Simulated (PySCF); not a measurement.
Species: C₅H₁₂B (charge -1).
Atom-mapped SMILES: `[CH2:1]=[C:2]([CH3:3])[BH2-:4][CH2:5][CH3:6]` (hydrogens: H7, H8 on C1; H9, H10, H11 on C3; H12, H13 on B4; H14, H15 on C5; H16, H17, H18 on C6)

Torsions of this conformer, `[CH2:1]=[C:2]([CH3:3])[BH2-:4][CH2:5][CH3:6]`: C1–C2–B4–C5 116°, C2–B4–C5–C6 -64°.

The closed-shell ground state was solved at several levels (PySCF, density fitting, gas phase, non-relativistic). Isolated species at its PBE0-D3(BJ)/def2-SVP geometry (one conformer only). The geometry's basis has no diffuse functions, a weakness for an anion. No diffuse functions stand in pcJ-1 and pcSseg-1, which bears on an anion's orbital energies.

```csv
level,basis functions,HOMO (eV),LUMO (eV),gap (eV)
KT3/pcSseg-1,162,-0.63,4.44,5.07
B3LYP/def2-SVPD,216,-1.65,3.95,5.60
PBE0/pcSseg-1,162,-1.74,5.36,7.10
```

Question: What might B3LYP/pcJ-1 (282 basis functions) give for the same quantities?

Answer: HOMO -1.54 eV, LUMO 5.12 eV, gap 6.66 eV.

Question: Over all these levels, which gives the widest orbital gap and which the narrowest?

Answer: PBE0/pcSseg-1 (global hybrid, 25 % exact exchange) has the widest, 7.10 eV, and KT3/pcSseg-1 (GGA) the narrowest, 5.07 eV. The two share the basis. From the narrowest to the widest the HOMO moves by -1.11 eV and the LUMO by +0.92 eV.
